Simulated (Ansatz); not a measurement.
`CC(C)[Si]Cl` + H₂O → `CC(C)[Si]O` + HCl at 500 K and 1 bar (formal hydrolysis of the Si–Cl bond).

Isolated molecules relaxed with PBE0-D4/def2-TZVP in Ansatz; ΔE leaves out vibrations. CBS: MP2 limit from def2 TZ/QZ plus the TZ coupled-cluster correction, frozen cores. This one scheme is used for every species. Each species was taken in one conformer, which may not be the lowest.

```json
{"species": "`CC(C)[Si]Cl`", "CCSD(T)/CBS energy (Eh)": "-867.23764", "H − E (kJ/mol)": "296.0", "S (J/(mol·K))": "425.0"}
{"species": "H₂O", "CCSD(T)/CBS energy (Eh)": "-76.37941", "H − E (kJ/mol)": "73.2", "S (J/(mol·K))": "206.3"}
{"species": "`CC(C)[Si]O`", "CCSD(T)/CBS energy (Eh)": "-483.23343", "H − E (kJ/mol)": "330.5", "S (J/(mol·K))": "419.6"}
{"species": "HCl", "CCSD(T)/CBS energy (Eh)": "-460.38127", "H − E (kJ/mol)": "32.5", "S (J/(mol·K))": "201.9"}
```

H − E and S are ideal-gas, rigid-rotor, harmonic terms from PBE0-D4/def2-TZVP, for one conformer and one mirror image of each species. 1 Eh = 2625.50 kJ/mol, R = 8.31446 J/(mol·K).

Problem. By hand: ΔE, ΔH, ΔS and ΔG.

Solution. ΔE = (-483.23343) + (-460.38127) − (-867.23764) − (-76.37941) = 0.00235 Eh = 6.2 kJ/mol. Δ(H − E) = 330.5 + 32.5 − 296.0 − 73.2 = -6.2, so ΔH = 0.0 kJ/mol. ΔS = 419.6 + 201.9 − 425.0 − 206.3 = -9.8 J/(mol·K). ΔG = 0.0 − 500 × (-9.8)/1000 = 4.9 kJ/mol.

Problem. By hand: the equilibrium constant, and the temperature at which ΔG would vanish if ΔH and ΔS stayed fixed.

Solution. log₁₀ K = −ΔG/(RT ln 10) = -0.5. With ΔH or ΔS at zero there is no such temperature.

TΔS isn't small against ΔH here. The sign of ΔG lies within the doubt. A doubt of 5 kJ/mol in ΔE shifts log₁₀ K by 0.5 here. Other conformers and mirror images would add mixing entropy, several J/(mol·K) or more a flexible species. Modes under 60 cm⁻¹, often nearly free rotors, make the harmonic entropy too high. These are equilibria of isolated gas molecules and say nothing of rates. Largest T1 diagnostic: 0.013 (customary marks: 0.02 for closed shells, 0.045 for open ones).

ΔS is within the doubt of such terms, so its sign, and with it that verdict, could turn.
